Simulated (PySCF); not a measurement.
## Bonding in `C=CC[Si@](N)(S)C#N`

Species: C4H8N2SSi.
Atom-mapped SMILES: `[CH2:1]=[CH:2][CH2:3][Si@:4]([NH2:5])([SH:6])[C:7]#[N:8]` (hydrogens: H9, H10 on C1; H11 on C2; H12, H13 on C3; H14, H15 on N5; H16 on S6)

Structure used (GFN2-xTB), in Å, numbered top down from 1:
```
atom  x, y, z in Å
C1     2.3563   -0.9193   -0.1020
C2     1.5811    0.1428   -0.2395
C3     0.2283    0.1162   -0.8597
Si4   -1.1211    0.1176    0.4897
N5    -1.0732    1.5966    1.3588
S6    -0.8123   -1.4763    1.9040
C7    -2.7615   -0.2488   -0.3415
N8    -3.7706   -0.4444   -0.8459
H9     2.0670   -1.8852   -0.4852
H10    3.3194   -0.8656    0.3759
H11    1.8953    1.1006    0.1528
H12    0.0903    0.9898   -1.4956
H13    0.1180   -0.7711   -1.4838
H14   -1.4721    1.6519    2.2825
H15   -1.1407    2.4815    0.8833
H16    0.4883   -1.5772    1.6621
```

Bond orders from the PBE0/pcSseg-1 density (PySCF). The structure is a single GFN2-xTB conformer in the gas phase; no vibrational or solvent corrections.

(1) Where do the orders between heavy atoms depart from those drawn in the SMILES?

(2) Give the Mayer order of every bond, beside its length.

Results:

(1) The largest departure is 0.233, at Si4–C7 (drawn single, 0.767). Drawn single, order below 0.88: Si4–C7 (0.767).

(2) 
| bond | drawn as | length (Å) | Mayer order |
| --- | --- | --- | --- |
| C1–C2 | double | 1.322 | 1.947 |
| C2–C3 | single | 1.488 | 1.040 |
| C3–Si4 | single | 1.908 | 0.898 |
| Si4–N5 | single | 1.716 | 1.092 |
| Si4–S6 | single | 2.153 | 1.099 |
| Si4–C7 | single | 1.875 | 0.767 |
| C7–N8 | triple | 1.145 | 2.919 |
| C1–H9 | single | 1.079 | 0.954 |
| C1–H10 | single | 1.076 | 0.955 |
| C2–H11 | single | 1.082 | 0.957 |
| C3–H12 | single | 1.089 | 0.926 |
| C3–H13 | single | 1.090 | 0.939 |
| N5–H14 | single | 1.008 | 0.939 |
| N5–H15 | single | 1.007 | 0.937 |
| S6–H16 | single | 1.327 | 0.900 |

Bonds between the same two heavy elements. C–C: lowest C2–C3 (1.040, 1.488 Å), highest C1–C2 (1.947, 1.322 Å). C–Si: lowest Si4–C7 (0.767, 1.875 Å), highest C3–Si4 (0.898, 1.908 Å); in 1 of the 1 pairs the longer bond (by over 0.003 Å) has the higher order (by 0.02 or more).

Task: Sum the orders of all bonds at each heavy atom with more than one neighbour and set the sums beside the valence in the SMILES.

Result: C1 3.856 (drawn 4), C2 3.944 (drawn 4), C3 3.803 (drawn 4), Si4 3.856 (drawn 4), N5 2.968 (drawn 3), S6 1.999 (drawn 2), C7 3.686 (drawn 4). Orders between atoms that aren't bonded are not in these sums.

Mayer orders depend on the basis set.
